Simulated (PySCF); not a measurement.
## S: excitation energy

S [Ne] 3s2 3p4 (3P) → S [Ne] 3s2 3p3 3d1 (5D), as a difference of total energies. Computed with PySCF 2.14 in aug-cc-pV(Q+d)Z, with no relativity, point nucleus. Correlated levels: valence: [Ne] frozen. The calculations carry no spin-orbit coupling.

```
           method  excitation energy (eV)
              UHF                   8.140
              LDA                   8.668
              PBE                   8.515
             PBE0                   8.619
           r2SCAN                   8.653
              M06                   8.777
          wB97M-V                   8.873
             PW91                   8.554
            B3LYP                   8.791
    MP2 (valence)                   8.733
SCS-MP2 (valence)                   8.959
```

Q: How much does correlation contribute at MP2 (valence)?

A: 8.733 − (8.140) = 0.593 eV, measured against UHF.

Errors of the correlated levels include the incompleteness of this basis and the frozen core.

The promoted electron is Rydberg-like, and one or two diffuse shells describe it only roughly, which tends to raise the upper state.

In the upper state the promoted electron has a positive orbital energy at LDA, PBE, PBE0, r2SCAN, M06, PW91, B3LYP, so the basis confines it.

For comparison: 8.392 eV (measured; NIST levels, between the centres of gravity of the two terms).
